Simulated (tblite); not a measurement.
Species: C5H6F3OP.
Structure used (GFN2-xTB), in Å, numbered top down from 1:
```
atom  x, y, z in Å
O1    -2.493   -1.009   -1.836
P2    -1.746   -0.792   -0.601
C3     0.029   -1.178   -0.575
C4     0.698   -0.204    0.030
C5     2.186   -0.194    0.233
F6     2.760    0.890   -0.316
F7     2.796   -1.263   -0.289
F8     2.506   -0.165    1.540
C9    -0.075    0.956    0.594
C10   -1.465    0.937   -0.043
H11   -2.250   -1.483    0.501
H12    0.474   -2.057   -1.011
H13   -0.140    0.832    1.679
H14    0.449    1.895    0.403
H15   -2.242    1.294    0.630
H16   -1.494    1.549   -0.949
```

Method: GFN2-xTB as coded in tblite; computed harmonic values from a numerical Hessian at the method's own geometry, unscaled. Against measured fundamentals such values can be off by several per cent, at times by over 20. Modes of hydrogen on phosphorus can be 10 to 20 % off. One conformer, not necessarily the lowest.

Harmonic wavenumbers (cm⁻¹): 29.2, 87.7, 104.3, 148.7, 217.8, 282.9, 298.3, 364.9, 393.9, 433.3, 456.8, 518.4, 567.3, 627.7, 715.6, 731.9, 771.4, 798.0, 822.1, 878.2, 927.9, 957.8, 987.9, 1036.3, 1044.2, 1079.3, 1095.4, 1145.7, 1158.6, 1220.3, 1238.9, 1298.2, 1316.0, 1423.3, 1456.8, 1679.4, 2275.1, 2946.7, 2956.4, 2982.1, 3002.0, 3106.0.

A = 2553, B = 642.6, C = 581.4 MHz; mass 170.011 u (most abundant isotopes); point group C1, symmetry number 1.

Question: What is the zero-point energy?

Answer: Half the sum of the wavenumbers: 22791 cm⁻¹ = 272.65 kJ/mol.

Question: Entropy at 400 K, 1 bar (ideal gas, RRHO, classical rotation)?

Answer: Translation 179.02, rotation 130.02, vibration 159.91: S = 469.0 J/(mol K).

Question: And Cp and H(400 K) − H(0)?

Answer: Cp = 198.20 J/(mol K), of which vibrations give 164.95 (their classical limit is 42 R = 349.2); H(400 K) − H(0) = 46.53 kJ/mol without the zero-point energy, 33.23 from vibrations.

Question: How do the functions run with temperature in this model?

Answer: 
| T (K) | S (J/(mol K)) | Cp (J/(mol K)) | H − H(0) (kJ/mol) | G − H(0) (kJ/mol) | ln q(vib) |
| --- | --- | --- | --- | --- | --- |
| 100 | 298.2 | 73.8 | 5.30 | -24.52 | 1.87 |
| 200 | 362.2 | 116.2 | 14.78 | -57.66 | 4.28 |
| 300 | 417.6 | 159.6 | 28.58 | -96.69 | 6.75 |
| 500 | 516.6 | 229.2 | 67.96 | -190.36 | 11.73 |
| 800 | 638.6 | 287.7 | 146.48 | -364.39 | 18.84 |
| 1000 | 705.4 | 310.6 | 206.46 | -498.95 | 23.18 |

q(vib) and H(0) count from the zero-point level.

Question: What must be added to the electronic energy to get the Gibbs energy at 400 K and 1 bar?

Answer: ZPE + [H(400 K) − H(0)] − T·S = 272.65 + 46.53 − 187.58 = 131.60 kJ/mol.

Hindered rotation and anharmonicity are outside this model. Other conformers, if any are populated, would add a mixing term that is left out. The structure is chiral; the term R ln 2 for an equal mix with its mirror image is left out.
